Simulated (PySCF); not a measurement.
C3H7IOSi.
Numbering: `[CH2:1]=[C:2]([I:3])[CH2:4][SiH2:5][OH:6]` (hydrogens: H7, H8 on C1; H9, H10 on C4; H11, H12 on Si5; H13 on O6)

Method: PBE0-D3(BJ)/def2-SVP geometry optimisation, gas phase, def2 core potentials past Kr (PySCF 2.14.0).

(1) Give the optimised bond lengths and angles.

## Answers

(1) 
```csv
bond,length (Å),order
C1=C2,1.333,double
C2–I3,2.131,single
C2–C4,1.487,single
C4–Si5,1.903,single
Si5–O6,1.662,single
C1–H7,1.091,single
C1–H8,1.095,single
"C4–H9, C4–H10",1.104,single
"Si5–H11, Si5–H12",1.492,single
O6–H13,0.965,single
```

Bonds in one row agree within 0.01 Å and their mean is given. Orders are formal, as drawn. A selection of angles:
```csv
angle,degrees
C2–C1–H7,123.1
C2–C1–H8,119.0
H7–C1–H8,117.9
C1–C2–I3,117.9
C1–C2–C4,127.2
I3–C2–C4,114.8
C2–C4–Si5,115.1
C2–C4–H9,111.3
C2–C4–H10,108.4
Si5–C4–H9,107.8
Si5–C4–H10,106.5
H9–C4–H10,107.3
C4–Si5–O6,112.8
C4–Si5–H11,107.8
O6–Si5–H11,106.1
O6–Si5–H12,112.6
H11–Si5–H12,110.3
Si5–O6–H13,115.5
```

Torsions: C1–C2–C4–Si5 109° (anticlinal); C2–C4–Si5–O6 77° (synclinal); H13–O6–Si5–C4 -52° (synclinal). The mirror-image conformer, all signs reversed, is as good.

The C–C distances run from 1.333 Å (C1=C2, drawn double) to 1.487 Å (C2–C4, drawn single), a spread of 0.154 Å. Si5 (oxygen-bound silicon) is tetrahedral (angles from 106.1° to 112.8°). Of the pairs four or more bonds apart, I3···H13 is among the closest relative to their van der Waals radii: 2.90 Å, 91 % of the sum of Bondi's values.

Point group: C1 (no symmetry element, even within 0.4 Å). No frequency check. The numbers are those of one conformer (C1–C2–C4–Si5 109°, C2–C4–Si5–O6 77°, C4–Si5–O6–H -52°).
